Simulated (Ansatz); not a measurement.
Total energies of FHO2SW (`[O]=[W]([OH])([F])=[S]`).

| atom | x (Å) | y (Å) | z (Å) |
| --- | --- | --- | --- |
| O1 | -1.323 | -1.416 | -0.339 |
| W2 | -0.365 | -0.024 | -0.239 |
| O3 | 0.632 | -0.134 | 1.333 |
| F4 | -1.455 | 1.474 | -0.248 |
| S5 | 0.942 | 0.030 | -1.917 |
| H6 | 1.568 | 0.071 | 1.411 |

The species carries charge 0 and has multiplicity 1. Correlated methods include outer-core shells of W, which these sets cover unevenly. W takes the def2 core potential. The structure was optimised at the PBE0-D4/def2-TZVP level. It is one conformer, not always the lowest. Basis def2-TZVPP, Ansatz.

RPA on PBE orbitals: Hartree–Fock energy of these orbitals -713.87139 Eh, correlation -2.02515 Eh (frozen core).

```csv
functional,energy without D4 (Eh),D4 term (kJ/mol)
r2SCANh,-716.39053,-3.9
B2PLYP,-716.15255,–
```

Question: Give the same for LDA (SPW92), PBE, revPBE, BLYP, r2SCAN, B97M-V, PBE0, B3LYP, r2SCAN0, HSE06 (plane-wave form), BHLYP, CAM-B3LYP, LC-ωPBE, ωB97X-V, ωB97M-V, PBE-QIDH. (An estimate is asked.)

Answer: Ansatz gave: 
| functional | energy without D4 (Eh) | D4 term (kJ/mol) |
| --- | --- | --- |
| LDA (SPW92) | -713.38325 | – |
| PBE | -716.17405 | -16.2 |
| revPBE | -716.46359 | -39.3 |
| BLYP | -716.51461 | -34.4 |
| r2SCAN | -716.44252 | -3.6 |
| B97M-V | -716.35067 | – |
| PBE0 | -716.12127 | -13.8 |
| B3LYP | -716.56662 | -26.6 |
| r2SCAN0 | -716.31473 | -4.4 |
| HSE06 (plane-wave form) | -716.10358 | -13.1 |
| BHLYP | -716.25502 | -24.0 |
| CAM-B3LYP | -716.41210 | -14.3 |
| LC-ωPBE | -716.26733 | – |
| ωB97X-V | -716.33243 | – |
| ωB97M-V | -716.34247 | – |
| PBE-QIDH | -715.90576 | – |

B3LYP takes the VWN-RPA correlation (the form of Gaussian; ORCA's B3LYP/G). HSE06 is the plane-wave form, built on full-range PBE exchange. The double hybrids freeze the cores in their second-order part.

LC-ωPBE has ω = 0.4 bohr⁻¹.
